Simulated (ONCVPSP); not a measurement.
# carbon: excitation energies, all-electron against ONCV

C (Z = 6), optimised norm-conserving Vanderbilt (ONCV), made with ONCVPSP 4.0.1 (LDA (Perdew-Wang 92), scalar-relativistic). Core [He], reference 2s2 2p0.5 (charge +1.5). Waves: 2s: rc 1.10 bohr, ncon 4, nbas 7, qcut 5.5 1/bohr, 2 projectors, debl 1.7 Ha; 2p: rc 1.80 bohr, ncon 4, nbas 8, qcut 8.6 1/bohr, 2 projectors, debl 1.2 Ha. Local part: polynomial inside 1.05 bohr (lpopt 5, dvloc0 2 Ha). Core correction: none.

Energies are relative to the spin-unpolarised reference configuration 2s2 2p0.5; without spin polarisation the order of configurations can differ from experiment.

(1) Give the all-electron excitation energy and the error of the potential for: 2s2 2p2; 2s2 2p1; 2s2 2p0; 2s1 2p3.

Levels in the configuration 2s2 2p0:

```csv
level,all-electron (eV),pseudo (eV)
2s,-40.170,-40.091
```

Results:

(1)

```
valence configuration  charge  ΔE all-electron (eV)  error AE − PS (meV)
              2s2 2p2       0               -21.271                  +70
              2s2 2p1      +1               -10.287                  +16
              2s2 2p0      +2                13.972                  +30
              2s1 2p3       0               -13.030                 +127
```
